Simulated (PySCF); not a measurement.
Compound: C6H10NP.
Atom-mapped SMILES: `[CH2:1]=[CH:2][C:3]1=[C:4]([CH3:5])[P:6]1[NH:7][CH3:8]` (hydrogens: H9, H10 on C1; H11 on C2; H12, H13, H14 on C5; H15 on N7; H16, H17, H18 on C8)

Structure used (GFN2-xTB), in Å, numbered top down from 1:
```
atom  x, y, z in Å
C1    -2.1738   -0.9155    2.1468
C2    -1.7362    0.2642    1.7174
C3    -0.4643    0.4373    1.0961
C4     0.3862    1.2668    0.5113
C5     0.5894    2.6314    0.0063
P6     1.0683   -0.4421    0.6440
N7     0.6109   -1.0592   -0.9145
C8     1.5803   -1.8426   -1.6567
H9    -1.5650   -1.7997    2.0409
H10   -3.1364   -1.0374    2.6120
H11   -2.3391    1.1593    1.8226
H12   -0.2930    3.2470    0.1825
H13    1.4505    3.0871    0.4958
H14    0.7947    2.5997   -1.0640
H15   -0.3045   -1.4961   -0.9229
H16    1.6094   -2.8980   -1.3665
H17    1.3456   -1.7820   -2.7217
H18    2.5683   -1.4138   -1.4943
```

Theory: PySCF, TDDFT CAM-B3LYP/def2-SVPD, vertical, gas phase, core orbitals frozen in the response. GFN2-xTB frequencies show an imaginary mode (21i cm⁻¹), so this geometry is no minimum at that level.

Transition dipole moments from the ground state, in atomic units and in the frame of the coordinates above (overall signs are arbitrary), for the states with f of 0.002 or more among the lowest 7:

| state | E (eV) | μx | μy | μz |
| --- | --- | --- | --- | --- |
| S1 | 4.272 | 0.100 | 0.089 | 0.036 |
| S2 | 4.967 | 0.880 | 0.453 | -0.653 |
| S3 | 5.427 | 0.061 | -0.128 | 0.165 |
| S4 | 5.595 | 0.374 | -0.124 | -0.351 |
| S5 | 5.881 | -0.833 | -0.855 | 0.538 |
| S6 | 6.024 | -0.299 | 0.221 | 0.139 |
| S7 | 6.329 | 0.067 | -0.058 | -0.334 |

Task: Work out the oscillator strengths.

Result: f = (2/3) ΔE |μ|² with ΔE in hartree (27.2114 eV).

```tsv
state	|μ|² (au)	|μ| (D)	f
S1	0.019	0.35	0.002
S2	1.405	3.01	0.171
S3	0.047	0.55	0.006
S4	0.279	1.34	0.038
S5	1.715	3.33	0.247
S6	0.158	1.01	0.023
S7	0.120	0.88	0.019
```

Task: Which bond between heavy atoms lies closest to the direction of the S5 transition dipole?

Result: C3–C4, at 2° from it; next C1–C2 at 23°.

Task: What angle do the transition dipoles of S6 and S7 make?

Result: |cos θ| = |μa·μb| / (|μa| |μb|) = 0.58, so θ ≈ 55° (taken between 0 and 90°, since the signs are arbitrary).

Task: How is the summed strength of these states shared among x, y and z?

Result: (2/3) Σ ΔE μα² gives 0.229 for x, 0.143 for y and 0.134 for z, 0.506 in all.

Task: What peak molar absorption coefficient would the strongest computed level give as a lone Gaussian band 0.3 eV wide at half height?

Result: ε(max) = 2.175×10⁸ f / FWHM, with the width in cm⁻¹. S5: 2.175×10⁸ × 0.2470 / 2420 ≈ 22000 L mol⁻¹ cm⁻¹.

The run took about 2.3 min of CPU time (one thread, shared machine).

One conformer stands for the species.
